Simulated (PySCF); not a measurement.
C₂H₂F₂. Atoms are numbered in the order given.

```xyz
6

F      0.0000     1.4066    -0.5480
C      0.0000     0.6714     0.5707
C      0.0000    -0.6714     0.5707
F      0.0000    -1.4066    -0.5480
H      0.0000     1.2507     1.5077
H      0.0000    -1.2507     1.5077
```
Charge 0, spin multiplicity 1.

The structure is a stationary point at PBE-D3(BJ)/def2-SVP.

Method: PBE-D3(BJ)/def2-SVP run with PySCF.

Harmonic, unscaled wavenumbers; measured fundamentals usually lie a few per cent lower.

Computed vibrational spectrum:
| mode | ν (cm⁻¹) | IR (km/mol) | moving atoms (share of kinetic energy) |
|---|---|---|---|
| 1 | 221 | 1.9 | F 90 %, C 9 % |
| 2 | 496 | 0.0 | C 67 %, H 18 %, F 16 % |
| 3 | 746 | 38.2 | H 76 %, C 21 % |
| 4 | 759 | 25.2 | C 64 %, F 30 % |
| 5 | 814 | 0.0 | H 79 %, C 21 % |
| 6 | 1011 | 51.6 | C 44 %, F 34 %, H 22 % |
| 7 | 1141 | 106.0 | C 34 %, H 34 %, F 32 % |
| 8 | 1250 | 37.9 | H 76 %, F 14 %, C 10 % |
| 9 | 1355 | 41.9 | H 58 %, C 38 % |
| 10 | 1733 | 55.4 | C 91 % |
| 11 | 3128 | 1.5 | H 92 % |
| 12 | 3149 | 10.0 | H 91 %, C 9 % |
